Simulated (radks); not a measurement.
Task: All-electron atom: Cd in [Kr] 4d10 5s2 (the NIST ground configuration). Calculated with a radial shooting solver on a logarithmic mesh with Libxc functionals: non-relativistic Kohn-Sham, exchange-only B88, spin-polarised, spherical densities, point nucleus; relativity is left out, which matters for an element this heavy. Some entries of the table are withheld. Estimate them.

| orbital | occ. | eigenvalue (eV) | <r> (bohr) |
|---|---|---|---|
| 1s | 2 | -25652.13 | (1) |
| 2s | 2 | -3726.352 | (2) |
| 2p | 6 | -3474.170 | 0.1172 |
| 3s | 2 | -690.4862 | 0.3713 |
| 3p | 6 | (3) | 0.3628 |
| 3d | 10 | -398.2816 | (4) |
| 4s | 2 | -96.8892 | 0.9096 |
| 4p | 6 | -64.0854 | 0.9737 |
| 4d | 10 | (5) | 1.279 |
| 5s | 2 | -4.6241 | 3.087 |

Result: 
(1) 1s <r> (bohr): 0.03171
(2) 2s <r> (bohr): 0.1373
(3) 3p eigenvalue (eV): -588.0247
(4) 3d <r> (bohr): 0.3346
(5) 4d eigenvalue (eV): -11.6092
